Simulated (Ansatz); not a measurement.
Total energies of Sn(SH)H3 (SnH₄S) from Ansatz at PBE0-D4/def2-TZVP, gas phase (1 Eh = 27.2114 eV = 2625.5 kJ/mol). The reference geometry is relaxed at PBE-D4/def2-TZVP.

Cartesian coordinates in Å:
```
Sn -0.092 0.470 0.359
S -0.492 -1.663 -0.729
H 0.654 -1.603 -1.448
H -1.462 0.704 1.363
H 0.036 1.707 -0.828
H 1.355 0.386 1.285
```

```json
{"state": "charge 0 singlet", "geometry": "reference", "energy (Eh)": "-614.77433"}
{"state": "charge 1 doublet", "geometry": "reference", "energy (Eh)": "-614.42712"}
{"state": "free Sn atom (triplet)", "geometry": "–", "energy (Eh)": "-214.25870"}
{"state": "free S atom (triplet)", "geometry": "–", "energy (Eh)": "-397.97371"}
{"state": "free H atom (doublet)", "geometry": "–", "energy (Eh)": "-0.50104"}
```

In the def2 sets Sn takes a core potential; there is no spin–orbit coupling.

Problem. Work out the vertical ionisation energy to the doublet.

Solution. E(charge 1 doublet) − E(charge 0 singlet) = -614.42712 − (-614.77433) = 0.34721 Eh = 9.45 eV. For comparison, −ε of the highest occupied level is 7.25 eV at this level, 2.20 eV less.

Problem. What is the binding energy per atom against free atoms?

Solution. Atoms: 1 × (-214.25870) + 1 × (-397.97371) + 4 × (-0.50104) = -614.23657 Eh. Binding: -614.23657 − (-614.77433) = 0.53776 Eh = 14.63 eV, or 2.44 eV for each of 6 atoms (no zero-point energy, no counterpoise term).
